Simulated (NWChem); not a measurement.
1,1,1-trifluoroethane (C₂H₃F₃); SMILES C(F)(C)(F)F

All runs: NWChem. The geometry was optimised at PBE0/def2-SVP. Level: PBE0/def2-SVP with SMD (1 M gas to 1 M solution), gas-phase geometry.

### Question
Estimate the computed values for solvent n-hexane. Quantities: solvation free energy (kcal/mol); cavity-dispersion-structure term (kcal/mol); dipole in solution (D).

### Answer
The solvation free energy (kcal/mol) comes out as -1.5 and the cavity-dispersion-structure term (kcal/mol) is 0.0. The dipole in solution (D) is 2.34.
